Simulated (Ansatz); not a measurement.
Two isomers of CH6FNOSi: A = `NC[SiH](O)F`, B = `NCO[SiH2]F`.

Calculated with Ansatz (gas phase, PBE0-D4/def2-TZVP geometries, no zero-point term in ΔE). CBS: MP2 limit from def2 TZ/QZ plus the TZ coupled-cluster correction, frozen cores. DFT in def2-TZVPP. B3LYP here is the variant with VWN-RPA as its local correlation; programs differ in this. Each species was taken in one conformer, which may not be the lowest.

Q: Which isomer does CCSD(T)/CBS put lower? Give the gap. (Estimate.)

A: The calculation gave: A, by 51.8 kJ/mol.

Q: Give E(B) − E(A) in kJ/mol with BLYP-D4, B2PLYP, B3LYP-D4, CCSD(T)/def2-SVP, LDA (SPW92), MP2/def2-TZVPP, HF/def2-TZVPP. (Estimate.)

A: Ansatz gave: BLYP-D4 42.5, B2PLYP 44.9, B3LYP-D4 43.8, CCSD(T)/def2-SVP 31.9, LDA (SPW92) 52.4, MP2/def2-TZVPP 51.8, HF/def2-TZVPP 30.9. None reverses the order clearly.

Q: Does the order hold for the free energy at 298.15 K (harmonic terms from PBE0-D4)? (Best estimate.)

A: Computed: Yes: G(B) − G(A) = +48.6 kJ/mol, for one conformer each. Modes under 60 cm⁻¹, often nearly free rotors, make the harmonic entropy too high.

Largest T1 diagnostic: 0.012.

In def2-TZVPP, CCSD(T) changes the Hartree–Fock value by +17.0 kJ/mol (the triples alone add +0.9 kJ/mol) and MP2 by +20.9 kJ/mol. Leaving LDA and LC-ωPBE aside and taking each functional with its dispersion term where it has one, the values, not all of them listed here, spread over 8.8 kJ/mol, from BLYP-D4 to PBE-QIDH. LDA lies +3.3 kJ/mol from PBE without D4.
